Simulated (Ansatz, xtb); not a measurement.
Breaking the Te1–H2 bond in FHTe (SMILES F[TeH]) (multiplicity 1 held, fragments rigid). Energies count from the point at 1.668 Å.
Geometry at that point (charge 0, multiplicity 1):
```csv
atom,x (Å),y (Å),z (Å)
Te,0.1852,-0.0606,0.2005
H,1.3119,-0.3094,-1.0040
F,-1.2157,0.3844,-1.0470
```

Restricted levels (R-, RO-) in cc, def2 and unpolarised 6-31G sets keep to the state of the molecule at rest. U- levels take the lowest unrestricted solution at each point, which mixes spins at long bonds. Active spaces are followed from a long bond inwards. Left out are points that failed, MP2 points that dive below the minimum, coupled-cluster points behind a jump of the amplitudes or a sharp parting from full CI or MRCI, small-basis points behind a change of solution, and semi-empirical points at long bonds. Levels need not reach the same state.

Frozen-core correlation. Filled d and f shells under p-block atoms count as core.

Programs: Ansatz (an electronic-structure program); xtb for the GFN methods. Each number belongs to the level named beside it. In def2 rows elements past Kr take small-core potentials, without spin–orbit coupling. The GFN methods have no spin term and hold the electronic entropy of 300 K.

Energies in eV.

```tsv
R (Å)	GFN2-xTB	U-SCS-MP2/def2-SVP	R-CCSD(T)/def2-SVP	U-CCSD(T)/def2-SVP	FIC-MRCISD+Q on CASSCF(2,2)/def2-SVP
1.334	1.29	1.57	1.60	1.60	1.59
1.501	0.17	0.29	0.30	0.30	0.30
1.668	0.00	0.00	0.00	0.00	0.00
1.835	0.20	0.21	0.18	0.18	0.18
2.002	0.58	0.64	0.57	0.57	0.57
2.252	1.25	1.76	1.24	1.26	1.23
2.502	1.91	2.34	1.82	1.88	1.81
2.919	2.83	2.67	2.44	2.57	2.43
3.336	3.45	2.75	2.66	2.79	2.71
3.836	3.84	2.78	2.68	2.83	2.82
4.503	4.03	2.79	2.61	2.84	2.85
5.337	left out	2.79	2.54	2.85	2.85
```

Doubts at one or more of the structures used: a spin-contaminated determinant (U-SCS-MP2/def2-SVP, U-CCSD(T)/def2-SVP); a restricted determinant that unrestricted orbitals would lower (R-CCSD(T)/def2-SVP); other coupled-cluster roots lie near (R-CCSD(T)/def2-SVP); T1 above 0.05 (U-CCSD(T)/def2-SVP).
